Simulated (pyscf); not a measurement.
**H₃C–Si(F)(SiH₃)–SiH₃ (SMILES C[Si](F)([SiH3])[SiH3]), singlet**

Gas-phase minimum from PySCF at ωB97X-D3(BJ)/def2-SVP, one conformer. 

SMILES: C[Si](F)([SiH3])[SiH3]
```xyz
14

C     -0.7270    -1.6988    -1.8012
Si     0.0485    -0.4622    -0.6272
F      1.2337     0.3483    -1.4320
Si    -1.5274     1.1030     0.0933
Si     1.0303    -1.5477     1.1921
H     -1.5242    -2.2591    -1.2845
H      0.0205    -2.4222    -2.1640
H     -1.1727    -1.1932    -2.6726
H     -2.1492     1.8115    -1.0649
H     -0.9011     2.1065     1.0034
H     -2.5999     0.3817     0.8456
H      1.7016    -0.5678     2.0958
H      2.0288    -2.5616     0.7391
H     -0.0453    -2.2458     1.9616
```
Charge 0, spin multiplicity 1.

Bonds (Å): C1–Si2 1.873, C1–H6 1.103, C1–H7 1.102, C1–H8 1.102, Si2–F3 1.646, Si2–Si4 2.335, Si2–Si5 2.335, Si4–H9 1.493, Si4–H10 1.493, Si4–H11 1.495, Si5–H12 1.492, Si5–H13 1.493, Si5–H14 1.495. Bond angles (°): Si2–C1–H6 109.9, Si2–C1–H7 111.0, Si2–C1–H8 111.1, H6–C1–H7 108.1, H6–C1–H8 108.1, H7–C1–H8 108.4, C1–Si2–F3 108.5, C1–Si2–Si4 110.9, C1–Si2–Si5 110.8, F3–Si2–Si4 107.9, F3–Si2–Si5 107.9, Si4–Si2–Si5 110.8, Si2–Si4–H9 111.1, Si2–Si4–H10 110.8 (the first ones only).

Properties at ωB97X-D3(BJ)/def2-SVP:

- Harmonic wavenumbers, unscaled = 89, 89, 102, 127, 137, 165, 189, 224, 388, 435, 490, 526, 549, 551, 712, 784, 798, 872, 887, 915, 947, 949, 952, 955, 1284, 1434, 1443, 2232, 2236, 2244, 2247, 2251, 2254, 3064, 3165, 3174 cm⁻¹
- Zero-point energy = 57.0 kcal/mol
- Rotational symmetry number = 1
- Entropy of this conformer at 298 K and 1 atm, rigid rotor and harmonic oscillator, modes under 100 cm⁻¹ raised to 100 = 408.6 J/(mol K)
- Dipole moment = 1.57 D

Single-point totals, which compare only within one level:

```
level                   total energy (hartree)
----------------------  ----------------------
ωB97X-D3(BJ)/def2-TZVP             -1012.11501
PBE/def2-TZVP                      -1011.37402
r²SCAN/def2-TZVP                   -1011.84190
B3LYP-D3(BJ)/def2-TZVP             -1012.08638
PBE0-D3(BJ)/def2-TZVP              -1011.48577
M06-2X/def2-TZVP                   -1011.85760
ωB97M-D3(BJ)/def2-TZVP             -1012.13786
```

Soft torsions are taken as harmonic, which can shift the entropy by several J/(mol K).
